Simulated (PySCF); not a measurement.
# Dipole response of Ru⁺ (ruthenium, charge +1)

[Kr] 4d7, high-spin 4F determinant. Calculation: PySCF 2.14, in aug-cc-pVTZ-DK; scalar relativity by spin-free X2C-1e. Coupled (time-dependent) response in atomic units; α is the mean over directions.

| method | mean α (bohr³) | α xx, yy, zz | C₆ (like pair) | S(−4) |
| --- | --- | --- | --- | --- |
| r2SCANh | 15.35 | 15.34, 15.34, 15.37 | 99.78 | 103.5 |

S(−4) is the Cauchy moment in α(ω) = α(0) + S(−4) ω² + …

Spin-orbit coupling is absent.

α(iu) at r2SCANh:

| u (hartree) | α(iu) (bohr³) |
| --- | --- |
| 0 | 15.35 |
| 0.0500 | 15.10 |
| 0.100 | 14.43 |
| 0.200 | 12.52 |
| 0.300 | 10.69 |
| 0.500 | 8.030 |
| 0.750 | 5.938 |
| 1.00 | 4.576 |
| 1.50 | 2.954 |
| 2.00 | 2.058 |
| 3.00 | 1.151 |
| 5.00 | 0.4993 |

For an ion, C₆ is the dispersion term alone; charge-induced terms of lower order in 1/R come first.

The components differ because the open shell of this determinant is not spherical; for a pure term their mean is the scalar polarisability.
